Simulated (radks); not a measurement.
The numbers below are computed, except where a source is named.
Question: These are the eigenvalues of the occupied orbitals of an atom or ion with whole-number occupations (hartree). Level of theory: scalar-relativistic Kohn-Sham, PBEsol, spin-polarised, spherical densities, finite nucleus; Fermi nuclear charge, rms radius of each element as measured or else 0.836 A^(1/3) + 0.57 fm (a radial shooting solver on a logarithmic mesh with Libxc functionals).

1s up: -528.3440
1s down: -528.3431
2s up: -76.86031
2s down: -76.76581
2p up: -68.95103
2p down: -68.87984
3s up: -17.49188
3s down: -17.35888
3p up: -14.95124
3p down: -14.81810
3d up: -10.78020
3d down: -10.63569

Which element is it, and in what charge state? The configuration may be excited. Open shells, if any, are filled with parallel spins first.

Answer: Z = 36, krypton, charge +10: Kr10+ in [Ar] 3d8. The list shows which subshells hold electrons but not how many an open one holds; the 1s level, -528.34 hartree, gives Z - s = 32.5 by -(Z - s)^2/2, which with screening and relativity narrows Z to a few neighbours, and the depths of the outer levels then fix element, charge and occupations together.
